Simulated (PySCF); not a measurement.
# Bond length, frequency and bond energy of SnCl by level of theory

State: ²Π (doublet), unpaired electrons π ↑. Set-up: Sn def2-TZVPPD with ECP28, Cl def2-TZVPPD; scalar-relativistic core potentials (PySCF 2.14). De refers to Sn + Cl in their high-spin ground configurations, without counterpoise correction. The functionals are run spin-unrestricted. A positive dipole means Sn(−)Cl(+).

```tsv
Level	Re (Å)	ωe (cm⁻¹)	De (eV)	μ (D)
UHF	2.384	345	2.66	-2.95
UHF-MP2	2.361	355	3.91	n/a
UHF-SCS-MP2	2.372	349	3.80	n/a
UHF-CCSD	2.369	352	3.64	n/a
UHF-CCSD(T)	2.371	350	3.77	n/a
PBE	2.392	334	4.12	-2.54
PW91	2.391	334	4.14	-2.54
r²SCAN	2.372	347	4.05	-2.48
TPSSh	2.380	342	3.99	-2.59
B3LYP	2.396	333	3.90	-2.79
PBE0	2.369	348	3.96	-2.61
B97-3	2.390	338	4.01	-2.80
M06	2.380	346	4.33	-2.71
ωB97X-V	2.363	353	4.04	-2.71
```

Task: Which functional lies closest to UHF-CCSD(T) in De, which farthest, and by how much do they differ from it?

Result: Closest is B3LYP (+2.5 pm in Re, -4.9 % in ωe, +0.13 eV in De against UHF-CCSD(T) in the same basis), farthest M06 (+0.9 pm in Re, -1.1 % in ωe, +0.56 eV in De). CCSD(T) converges more slowly with the basis than the functionals do and binds too weakly in this one, so the order can change at the basis-set limit.

Task: What does the step from GGA to meta-GGA do here, going from PBE to r²SCAN?

Result: r²SCAN less PBE: -2.0 pm in Re, +3.9 % in ωe, -0.07 eV in De. 

Task: What does second-order correlation do here, going from UHF to UHF-MP2?

Result: UHF-MP2 less UHF: -2.3 pm in Re, +2.9 % in ωe, +1.25 eV in De. Correlation nearly always deepens the well. The bond shortens, as in weak, metallic or heavy-atom bonds, where dispersion and the correlation of outer-core electrons pull the atoms together.

Correlated steps freeze 9 core orbitals. Spin–orbit coupling is left out, which matters for elements this heavy, above all for dissociation energies. The state was picked by a PBE0 search and need not be the measured ground state.

The whole job (state search and all levels along the bond) took about 22 min on 2 threads of Arm Neoverse V1 (shared host), peak memory 5 GiB.
